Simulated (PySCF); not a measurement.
# `[SiH3][N]([SiH3])[GeH2][AsH2]`: 4 charge schemes on one density

AsGeH10NSi2.
Geometry (PBE0-D3(BJ)/def2-SVP, Å), atoms numbered from 1 in this order:
```
atom  x, y, z in Å
Si1   -1.5771   -1.0846   -0.5936
N2    -0.6489    0.1671    0.2048
Si3   -0.7770    1.8481   -0.2676
Ge4    0.7787   -0.3491    1.2849
As5    2.8138   -0.7259    0.0179
H6    -1.8706   -2.1812    0.3788
H7    -2.8495   -0.4891   -1.0999
H8    -0.8511   -1.6949   -1.7542
H9    -0.3393    2.7045    0.8765
H10    0.0829    2.1933   -1.4459
H11   -2.1948    2.1506   -0.6253
H12    1.0145    0.7816    2.3036
H13    0.3603   -1.6555    1.9861
H14    2.0535   -1.5695   -1.0011
H15    2.5799    0.5524   -0.7822
```

Density: PBE0/pcSseg-1 (PySCF); schemes: Mulliken, IAO, Hirshfeld and ESP-fitted. Geometry: PBE0-D3(BJ)/def2-SVP, one conformer, isolated molecule. The calculation is non-relativistic, for germanium and arsenic too.

**Question.** What partial charge does each atom carry?

**Answer.** In e; atoms taken as equivalent share a row and are averaged (×n: the atom named and its like, n in all):

```tsv
atom	environment	Mulliken	IAO	Hirshfeld	ESP-fitted
Si1/Si3	SiH3 silicon	+0.617	+0.708	+0.327	+0.489
N2	nitrogen bridging silicon atoms	-1.135	-0.974	-0.346	-0.586
Ge4	germanium bonded to As, N and 2 H	+0.506	+0.542	+0.314	+0.427
As5	arsenic bonded to Ge and 2 H	-0.264	-0.040	+0.034	-0.228
H6 (×6)	Si–H hydrogen	-0.091	-0.128	-0.080	-0.106
H12/H13	Ge–H hydrogen	+0.029	-0.075	-0.061	-0.056
H14/H15	hydrogen on As5	+0.074	-0.013	-0.025	+0.079
```

Mean size of the charges over all atoms: IAO 0.261 e, Mulliken 0.260 e, ESP-fitted 0.208 e, Hirshfeld 0.134 e. Each set sums to the total charge, 0, to within 0.001 e. The Mulliken scheme counts on each atom the diagonal of the density matrix times the overlap matrix over that atom's basis functions.

Some averages cover members that differ in this geometry: H6 (×6), ESP-fitted -0.127 to -0.091; H6 (×6), IAO -0.144 to -0.116 e.

Lowest charge. All schemes agree: Mulliken N2 (-1.135); IAO N2 (-0.974); Hirshfeld N2 (-0.346); ESP-fitted N2 (-0.586).

Highest charge. All schemes agree: Mulliken Si1/Si3 (+0.617); IAO Si1/Si3 (+0.708); Hirshfeld Si1/Si3 (+0.327); ESP-fitted Si1/Si3 (+0.489).

**Question.** How closely do the schemes follow one another over all atoms?

**Answer.** Correlation coefficient and root-mean-square difference: IAO with Hirshfeld 0.98, 0.225 e; Mulliken with IAO 0.97, 0.097 e; IAO with ESP-fitted 0.97, 0.145 e; Mulliken with ESP-fitted 0.96, 0.155 e; Hirshfeld with ESP-fitted 0.95, 0.121 e; Mulliken with Hirshfeld 0.91, 0.252 e.

**Question.** Sum the charges by element, for elements with more than one atom.

**Answer.** 
```json
{"element": "Si", "atoms": "2", "Mulliken": "+1.235", "IAO": "+1.417", "Hirshfeld": "+0.653", "ESP-fitted": "+0.978"}
{"element": "H", "atoms": "10", "Mulliken": "-0.341", "IAO": "-0.945", "Hirshfeld": "-0.655", "ESP-fitted": "-0.591"}
```

The run behind these numbers computed NMR shieldings as well. Time: 37 s of wall time. Hardware: one thread of an Arm Neoverse V1, on a shared host.
